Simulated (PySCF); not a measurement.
Ionisation energy of Ag³²⁺ by level of theory

Ag³²⁺ [Ne] 3s2 3p3 [3p1/2^2 3p3/2^1, M_J = 3/2] → Ag³³⁺ [Ne] 3s2 3p2 [3p1/2^2, M_J = 0], as a difference of total energies. All numbers are calculated (PySCF 2.14, the two-component X2C-1e Hamiltonian, in an even-tempered Gaussian basis (19 s from 5.5 bohr⁻², ratio 2.4; 14 p from 7.2 bohr⁻², ratio 2.4; 5 d from 27 bohr⁻², ratio 2.6; 4 f from 41 bohr⁻², ratio 2.6)). Correlated levels: 1s2 frozen; the 56 highest virtual spinors dropped. "Screened" scales the spin-orbit matrix elements by Boettger's factors to mimic the two-electron term; Breit and QED terms are absent.

```tsv
method	ionisation energy (eV)
GHF (spin-free)	1983.8
GMP2 (spin-free)	1984.2
GHF (screened spin-orbit)	1962.6
GMP2 (screened spin-orbit)	1962.7
```

Breit and QED terms and the two-electron picture change are absent.

The spin-free rows relax to the high-spin LS determinant and lack the spin-orbit shift.

The labels give the starting determinants; with spin-orbit coupling the two ends relaxed to ⟨J²⟩ = 3.75, ⟨L²⟩ = 1.96, ⟨S²⟩ = 1.83 and ⟨J²⟩ = 0.00, ⟨L²⟩ = 1.34, ⟨S²⟩ = 1.34.

For comparison: 1979 ± 8 eV (semi-empirical (NIST evaluation); NIST Atomic Spectra Database, ionization energies).
